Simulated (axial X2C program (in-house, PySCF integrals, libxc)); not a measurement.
# Which molecule has these constants?

Computed with an in-house relativistic program for diatomic molecules, spin-free (one-electron X2C) or two-component (2c: spin–orbit coupling with atomic mean-field Coulomb and Gaunt terms, which also bring small scalar terms), in Dyall basis sets with cores contracted in-house; open shells are unrestricted.

A two-component PBE0 calculation in a Dyall 3-zeta basis gave Re = 1.140 Å, ωe = 2807.3 cm⁻¹, De = 4.11 eV, Ω = 0.

Problem. Which molecule is it?
A. GeH⁺
B. CH⁺
C. SiH⁺
D. SnH⁺
E. PbH⁺

Solution. B. The others have SiH⁺ 1.523 Å and 2118.8 cm⁻¹ (Ω = 0); GeH⁺ 1.585 Å and 1995.3 cm⁻¹ (Ω = 0); PbH⁺ 1.811 Å and 1707.1 cm⁻¹ (Ω = 0); SnH⁺ 1.761 Å and 1824.7 cm⁻¹ (Ω = 0).

Each entry is the lowest single determinant of a limited PBE0 search at one distance. De goes to single-determinant-based atoms at the same level (for ions the charge split of lowest energy) and is withheld (n/a) where an atom does not fit its ground term or J level. Main or longest-lived isotopes. Some light 2c atoms are not at their ground J level, so De misses part of their lowering (0.04 eV or less). The functionals have no current term, which raises determinants with orbital currents.
